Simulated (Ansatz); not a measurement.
Reactions of C2H7BSi, SMILES `CB1C[SiH2]1`.

Gas-phase electronic energies from Ansatz, PBE0-D4/def2-TZVP geometries. CBS: MP2 limit from def2 TZ/QZ plus the TZ coupled-cluster correction, frozen cores. This one scheme is used for every species. Functionals use def2-TZVPP. def2 core potentials past Kr. For Br, I outer-core shells are correlated without core-valence functions, which leaves a few kJ/mol of doubt a bond. Scalar relativity is left out up to krypton. One conformer a species, not always the lowest.

| reaction | revPBE-D4 (kJ/mol) | HF/CBS(def2) (kJ/mol) | PBE-D4 (kJ/mol) |
| --- | --- | --- | --- |
| `CB1C[SiH2]1` + PH₃ → `PB1C[SiH2]1` + CH₄ | -37 | -26 | -36 |
| `CB1C[SiH2]1` → `B/C=C/[SiH3]` | 6 | -74 | 16 |
| `CB1C[SiH2]1` + `BN[SiH2]Cl` → `BN(C)[SiH2]Cl` + `B1C[SiH2]1` | 77 | 87 | 81 |
| `CB1C[SiH2]1` + HBr → `BrB1C[SiH2]1` + CH₄ | -78 | -80 | -78 |
| `CB1C[SiH2]1` + H₂ → `B1C[SiH2]1` + CH₄ | -11 | -37 | -15 |
| `CB1C[SiH2]1` + `N=CBr` → `BrB1C[SiH2]1` + `CC=N` | -79 | -103 | -80 |
| `CB1C[SiH2]1` + HI → `IB1C[SiH2]1` + CH₄ | -70 | -66 | -70 |
| `CB1C[SiH2]1` + `N[Si]F` → `NB1C[SiH2]1` + `C[Si]F` | 5 | -1 | 5 |
| `CB1C[SiH2]1` → `CC1B[SiH2]1` | 46 | 52 | 48 |
| `CB1C[SiH2]1` + `S[Si]Cl` → `CS[Si]Cl` + `B1C[SiH2]1` | 57 | 70 | 60 |

Problem. Give the CCSD(T)/CBS values in the same order. (An estimate is asked.)

Solution. Ansatz gave: -32, -17, 79, -81, -21, -94, -75, 7, 46, 61 kJ/mol.

Largest T1 diagnostic: 0.017, for `PB1C[SiH2]1`.
